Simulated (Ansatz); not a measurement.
AlF2 (SMILES [F][Al][F]), doublet, geometry from GFN2-xTB (such geometries of metal compounds can be far from the true shape).

The Ansatz (an electronic-structure program) input:
Ansatz 0.2 input:
```yaml
crystal:
  periodic: [false, false, false]
  atoms:
    - {symbol: Al, position_ang: [-0.00451449, 0.34922303, 0.00195349]}
    - {symbol: F, position_ang: [1.55484400, -0.23215983, -0.00125071]}
    - {symbol: F, position_ang: [-1.54832307, -0.27227344, -0.00157100]}
basis:
  gaussian:
    orbitals: 6-31G
hamiltonian:
  xc: {name: SVWN5}
magnetization: {spin_polarized: true, initial_magnetization: 1}
```

Question: Predict the <S^2> from SVWN5/6-31G (Ansatz).

Answer: 0.751

Question: Give the number of basis functions at the level SVWN5/6-31G.

Answer: 31

Question: What is the computed total energy (SVWN5/6-31G)?

Answer: -439.8027 Eh
